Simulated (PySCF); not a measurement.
Gas-phase equilibrium of 1 mol H2O, 4 mol O2 at 2500 K and 0.00133 bar, among 9 species (O2, O, HO2, H2O, H, H2O2, O3, H2, OH). Only gases are allowed; each row takes one source of thermochemistry for all species, and Cantera finds the minimum.

Energies from PySCF, thermal terms from the rigid-rotor harmonic-oscillator model, ideal gas at 1 bar. Table values come from the NASA 1993 polynomials. † marks an energy on the PBE0/def2-TZVP geometry and frequencies; other levels use their own. Open shells (unrestricted) among the columns below: O2 (multiplicity 3), O (multiplicity 3, electronic degeneracy 9), HO2 (multiplicity 2), H (multiplicity 2), OH (multiplicity 2, electronic degeneracy 4); the rest are closed-shell singlets. Spin-orbit splitting is ignored; it lowers the true energy and changes the entropy of O, OH. The harmonic model lacks anharmonicity and excited electronic states, which grow with temperature; levels with a mode under 35 cm⁻¹ are left out. The table's entry may be an old estimate for HO2, OH (not checked at source).

Molecules larger than those listed are left out.

With table thermochemistry: O2 0.49, O 0.28, H 0.083, OH 0.074, H2O 0.062, H2 0.014, HO2 4.1e-6.

Q: How far does the composition move with the other sources (BLYP/def2-TZVP†, M06-2X/def2-TZVP†, PBE/def2-SVP, PBE0/def2-SVP†, ωB97M-V/def2-TZVP†, ωB97X-V/def2-TZVP†)?

A: 
| thermochemistry | x O2 | x O | x H | x OH | x H2O | x H2 | x HO2 |
|---|---|---|---|---|---|---|---|
| table | 0.49 | 0.28 | 0.083 | 0.074 | 0.062 | 0.014 | 4.1e-6 |
| BLYP/def2-TZVP† | 0.66 | 0.082 | 0.15 | 0.047 | 0.024 | 0.041 | 4.8e-6 |
| M06-2X/def2-TZVP† | 0.50 | 0.26 | 0.12 | 0.068 | 0.039 | 0.019 | 3.2e-6 |
| PBE/def2-SVP | 0.70 | 0.021 | 0.23 | 0.013 | 0.010 | 0.028 | 3.8e-6 |
| PBE0/def2-SVP† | 0.56 | 0.17 | 0.20 | 0.038 | 0.014 | 0.017 | 2.9e-6 |
| ωB97M-V/def2-TZVP† | 0.51 | 0.24 | 0.12 | 0.071 | 0.039 | 0.020 | 4.5e-6 |
| ωB97X-V/def2-TZVP† | 0.57 | 0.18 | 0.14 | 0.060 | 0.030 | 0.025 | 3.9e-6 |
The most sensitive of these is O: it spans a factor of 10^1.1 over these rows; at this temperature one factor of ten is RT ln 10 = 48 kJ/mol.
